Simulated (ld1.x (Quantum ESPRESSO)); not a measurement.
## What one change does to a pseudopotential (Ir (Z = 77), TM)

* Element: iridium
* Generator: ld1.x (Quantum ESPRESSO) 7.5
* Type: norm-conserving Troullier–Martins (Kleinman–Bylander form)
* Functional: LDA (PZ)
* Relativity: scalar-relativistic
* Frozen core: [Xe] 4f14
* Valence charge: 9
* Reference configuration: 5d7 6s0.5 6p0 (charge +1.5)
* Partial waves: 6p (bound, empty): rc 2.50 bohr; 5d (bound): rc 1.65 bohr; 6s (bound): rc 2.40 bohr
* Local potential: the s channel
* Core correction: a·sin(br)/r model core inside 0.85 bohr

All-electron outer shells of the reference configuration (LDA (PZ), scalar-relativistic, ld1.x):

```csv
shell,level (eV),outermost node (bohr),outermost maximum (bohr)
5p,-67.92,0.54,1.01
5d,-20.05,0.59,1.29
6s,-17.84,1.17,2.30
6p,-10.78,1.37,2.91
```

Change: local potential all-electron potential smoothed inside 2.10 bohr (lloc = -2).

Cutoffs: the cutoffs (Ry, on a coarse ladder) from which the occupation-weighted sum of valence levels, in a spherical-Bessel basis at the reference potential, stays within 10 and 1 mRy of its value at 400 Ry; they do not see the model core or the augmentation charge, which bear on the density cutoff. Errors are all-electron minus pseudo energies relative to the spin-unpolarised reference configuration.

**Question.** Predict the effect on cutoff, ghosts and configuration errors.

**Answer.** The potential gets neither clearly harder nor softer (40 Ry and 55 Ry → 40 Ry and 50 Ry); of the 9 tests that both files solve, the error grows in 2 and shrinks in 4 by more than 15 % and 0.3 meV (median size 6.7 → 6.4 meV); the range in which the s phases agree narrows (upper end 1.9 → -0.1); the range in which the p phases agree narrows (upper end 2.1 → -0.2); neither file shows a bound ghost.

| quantity | base | changed |
| --- | --- | --- |
| cutoff, loose | 40 Ry | 40 Ry |
| cutoff, tight | 55 Ry | 50 Ry |
| bound ghosts | none | none |
| error for 5d7 6s2 6p0, meV [ΔE -18.11 eV] | -11 | -6.8 |
| error for 5d7 6s1 6p0, meV [ΔE -7.93 eV] | +0.1 | +0.6 |
| error for 5d7 6s0 6p0, meV [ΔE 9.92 eV] | -6.7 | -6.4 |
| error for 5d6 6s0 6p0, meV [ΔE 40.76 eV] | -136 | -88 |
| error for 5d8 6s1 6p0, meV [ΔE -18.39 eV] | -45 | -13 |
| error for 5d7 6s0 6p2, meV [ΔE -6.92 eV] | -0.7 | +1.4 |
| error for 5d7 6s0 6p1, meV [ΔE -1.35 eV] | -0.4 | -0.3 |
| error for 5d7 6s0.5 6p0 (spin-polarised), meV [ΔE -1.53 eV] | +21 | +21 |
| error for 5d7 6s2 6p0 (spin-polarised), meV [ΔE -19.27 eV] | -5.3 | -0.3 |
| s: phases at 2.68 bohr within 0.05 rad from the reference energy up to (Ry; the scan ends near 5) | 1.9 | -0.1 |
| p: phases at 2.68 bohr within 0.05 rad from the reference energy up to (Ry; the scan ends near 5) | 2.1 | -0.2 |
| d: phases at 2.68 bohr within 0.05 rad from the reference energy up to (Ry; the scan ends near 5) | 0.3 | 0.9 |
